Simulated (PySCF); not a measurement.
# Spinor energies of Ir+ (iridium, charge +1)

Start: [Xe] 4f14 5d7 6p1; 5d3/2 filled at m_j = +1/2, +3/2; 5d5/2 filled at m_j = -3/2, -1/2, +1/2, +3/2, +5/2; 6p3/2 filled at m_j = +3/2. Calculated with PySCF 2.14 in x2c-TZVPall-2c with one added diffuse shell each of s, p, d type (12s12p11d2f, 117 functions): generalised Hartree-Fock with the X2C-1e Hamiltonian and a Gaussian nucleus; spin-orbit coupling (SO) screened by Boettger's factors. This is a chosen level, not necessarily the ground level.

```
spinor shell  electrons  ε, screened SO (eV)  weight of nominal j (screened SO)  rms radius, screened SO (bohr)
       1s1/2          2             -76518.9                              1.000                          0.0197
       2s1/2          2             -13539.3                              1.000                          0.0795
       2p1/2          2             -12947.6                              1.000                          0.0675
       2p3/2          4             -11314.5                              1.000                          0.0752
       3s1/2          2              -3240.4                              1.000                           0.203
       3p1/2          2              -2976.0                              1.000                           0.195
       3p3/2          4              -2612.8                              1.000                           0.210
       3d3/2          4              -2176.3                              1.000                           0.185
       3d5/2          6              -2098.4                              1.000                           0.189
       4s1/2          2              -734.64                              1.000                           0.450
       4p1/2          2              -621.83                              1.000                           0.456
       4p3/2          4              -534.97                              1.000                           0.490
       4d3/2          4              -349.57                              1.000                           0.508
       4d5/2          6              -333.18                              1.000                           0.519
       5s1/2          2              -126.01                              1.000                            1.05
       4f5/2          6              -94.832                              0.998                           0.585
       4f7/2          8              -91.859                              0.999                           0.587
       5p1/2          2              -87.358                              0.993                            1.14
       5p3/2          4              -74.264                              0.998                            1.25
       5d3/2          2              -24.321                              0.968                            1.70
       5d5/2          5              -22.358                              0.952                            1.83
       6p3/2          1              -10.357                              1.000                            4.02
```

```json
{"quantity": "E (hartree)", "screened SO": "-17838.39025"}
{"quantity": "M_J", "screened SO": "6"}
{"quantity": "⟨J²⟩", "screened SO": "43.173"}
{"quantity": "⟨L²⟩", "screened SO": "39.047"}
{"quantity": "⟨S²⟩", "screened SO": "1.748"}
```

The determinant has a definite M_J but mixes levels of different J.

Each row is a mean over spinors that exchange with the open shell spreads, by up to 3.705 eV (5p1/2).

Breit and QED terms are absent; they matter most for the inner s and p1/2 levels.

Densities and radii are taken from the X2C orbitals without a picture-change correction, which distorts them close to the nucleus.
